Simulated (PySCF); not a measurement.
A mixed set of molecules. Level of theory: TDDFT B3LYP/def2-SVPD, vertical, gas phase, core orbitals frozen in the response (PySCF 2.14.0, density-fitted response routines). Geometries: PBE0-D3(BJ)/def2-SVP; one conformer of each isolated species. Triplets are in the Tamm–Dancoff approximation. 'Strongest' means the level of largest summed f among the lowest 10 singlets; it needn't be the same kind of state in each. Atoms past krypton carry core potentials; spin–orbit coupling is left out.

**Question.** Rank by computed lowest singlet excitation energy, highest first.
A. `CC(C)(C)C1=CP=CO1`
B. `[OH2]->[Hf](<-[OH2])([Br])([Br])([Br])[Br]`
C. `C[C@@H](C#N)O[SiH2]C[SiH3]`
D. `CC(=O)[O][Sn]([CH3])([CH3])[CH3]`
E. `O=C[SiH2]Cl`

**Answer.** C (6.89 eV), D (5.89 eV), A (5.23 eV), B (4.56 eV), E (3.22 eV).

| SMILES | S1 (eV) | gap (eV) | f (strongest) | T1 (eV) | LUMO (eV) | S1 mainly |
| --- | --- | --- | --- | --- | --- | --- |
| C[C@@H](C#N)O[SiH2]C[SiH3] | 6.89 | 7.93 | 0.06 | 6.20 | -0.46 | H→L (93%) |
| CC(=O)[O][Sn]([CH3])([CH3])[CH3] | 5.89 | 7.06 | 0.11 | 5.45 | -0.31 | H→L+1 (86%) |
| CC(C)(C)c1cpco1 | 5.23 | 5.46 | 0.39 | 3.25 | -0.96 | H→L (88%) |
| [OH2]->[Hf](<-[OH2])([Br])([Br])([Br])[Br] | 4.56 | 5.51 | 0.05 | 4.32 | -2.21 | H-1→L (90%) |
| O=C[SiH2]Cl | 3.22 | 4.93 | 0.12 | 2.55 | -2.42 | H→L (99%) |

H and L stand for HOMO and LUMO.

- `C[C@@H](C#N)O[SiH2]C[SiH3]`: Löwdin shares by element: HOMO oxygen 34%, silicon 16% or more, hydrogen 14% or more, carbon 10% or more (atoms not listed hold the other 27%); LUMO carbon 20% or more, silicon 19% or more, nitrogen 10% (atoms not listed hold the other 50%).
- `CC(=O)[O][Sn]([CH3])([CH3])[CH3]`: Löwdin shares by element: HOMO oxygen 67%, carbon 11% or more (atoms not listed hold the other 22%); LUMO tin 34%, carbon 26% or more (atoms not listed hold the other 40%).
- `CC(C)(C)c1cpco1`: Löwdin shares by element: HOMO carbon 58% or more, phosphorus 24% (atoms not listed hold the other 18%); LUMO carbon 38% or more, phosphorus 36%, oxygen 15%.
- `[OH2]->[Hf](<-[OH2])([Br])([Br])([Br])[Br]`: for S1 the Löwdin share of hafnium is at most 5% in HOMO-1 and 68% in LUMO (ligand-to-metal charge transfer by this measure).
- `O=C[SiH2]Cl`: Löwdin shares by element: HOMO oxygen 50%, carbon 21%, silicon 11%, hydrogen 10% or more; LUMO carbon 42%, oxygen 33%, silicon 13%, hydrogen 6% or more.
